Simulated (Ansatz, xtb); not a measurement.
**Ranking isomers of C4H7F3Si**

3 gas-phase structures of C4H7F3Si, from a drawn sample of its isomers (lower ones may exist). Each was relaxed with GFN2-xTB:

A. `FC(F)(F)[C@@H]1C[C@@H]1[SiH3]`, a singlet
B. `FC(F)(F)[C@@H]1C[C@H]1[SiH3]`, a singlet
C. `FC(F)(F)C1([SiH3])CC1`, a singlet

Question: Estimate their order in r2SCAN-D4/def2-SVP energy at these geometries, lowest first.

Answer: Calculated order at r2SCAN-D4/def2-SVP: B (0.0), C (0.4), A (7.9) kJ/mol. Less than 1 kcal/mol parts B and C, so the order within that pair means little.

Energies above the lowest of each column, in kJ/mol; the last columns are at B3LYP-D3(BJ)/def2-SVP geometries:

| structure | GFN2-xTB | HF/STO-3G | r2SCAN-D4/def2-SVP | B3LYP-D3(BJ)/def2-SVP | CCSD(T)/def2-SVP + ΔMP2/def2-TZVPP |
| --- | --- | --- | --- | --- | --- |
| B | 14.6 | 0.0 | 0.0 | 0.0 | 0.0 |
| C | 0.0 | 5.3 | 0.4 | 0.6 | 0.3 |
| A | 16.0 | 9.5 | 7.9 | 3.7 | 6.5 |

CCSD(T)/def2-SVP + ΔMP2/def2-TZVPP has B and C within 1 kcal/mol of each other at the bottom, and every level picks one of them. ΔMP2 is the change of the MP2 energy from the smaller to the larger basis.

Programs: Ansatz 0.2.0, xtb 6.7.1.
